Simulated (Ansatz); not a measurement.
Basis-set series for C2H6GaNOSi (`NC1=[CH][GaH][O][SiH2]1`). The species carries charge 0 and has multiplicity 1. The structure was optimised at the PBE0-D4/def2-TZVP level. It is one conformer, not always the lowest.

```xyz
12

N     1.745    0.948   -0.107
C     0.586    0.273    0.097
C     0.222   -0.316    1.270
Ga   -1.472   -1.187    1.124
O    -1.879   -0.822   -0.631
Si   -0.680    0.042   -1.306
H     2.368    1.138    0.659
H     1.901    1.465   -0.953
H     0.866   -0.255    2.146
H    -2.502   -2.011    1.936
H    -1.125    1.382   -1.786
H    -0.029   -0.657   -2.449
```

```
functional       basis  functions  energy (Eh)  HOMO (eV)  LUMO (eV)
   PBE0-D4    def2-SVP        136  -2423.10146      -6.26      -0.85
   PBE0-D4  def2-TZVPP        298  -2423.69713      -6.36      -0.94
   ωB97M-V    def2-SVP        136  -2423.49918      -8.36       0.89
   ωB97M-V  def2-TZVPP        298  -2424.10182      -8.49       0.77
```

**Question.** Give the rows for def2-QZVPP. (An estimate is asked.)

**Answer.** Ansatz gave: 
| functional | basis | functions | energy (Eh) | HOMO (eV) | LUMO (eV) |
| --- | --- | --- | --- | --- | --- |
| PBE0-D4 | def2-QZVPP | 567 | -2423.76264 | -6.39 | -1.01 |
| ωB97M-V | def2-QZVPP | 567 | -2424.16420 | -8.52 | 0.55 |

Positive LUMOs are unbound and depend on the basis. Scalar relativity is left out up to krypton.
